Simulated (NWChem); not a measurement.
C3H3N2, doublet; SMILES [c]1cc[nH]n1

All runs: NWChem. Pople sets run with spherical d functions. Spin-unrestricted. In the optimisation the excess spin sits in a' (Cs, its own frame). Coordinates come from a PBE0/def2-SVP, spin-unrestricted optimisation. No stability test was run on the SCF state. Total energies compare along this basis series because the functional is fixed.

```
level            basis functions  energy (Ha)  highest occupied level (eV)  lowest empty minus highest occupied level, either spin (eV)  dipole (D)
---------------  ---------------  -----------  ---------------------------  -----------------------------------------------------------  ----------
PBE0/STO-3G                   28    -222.3982                        -5.23                                                         5.93        2.62
PBE0/3-21G                    51    -223.9846                            ?                                                         5.29        3.33
PBE0/6-31G*                   76    -225.2449                        -7.18                                                         5.26        3.12
PBE0/6-31+G*                  96    -225.2552                        -7.49                                                         5.07        3.31
PBE0/6-311G**                108    -225.3034                        -7.38                                                         5.17        3.17
PBE0/6-311++G**              131    -225.3082                        -7.53                                                         5.08        3.27
```

Question: What belongs in the gaps?

Answer: 
- PBE0/3-21G, highest occupied level (eV): -7.25
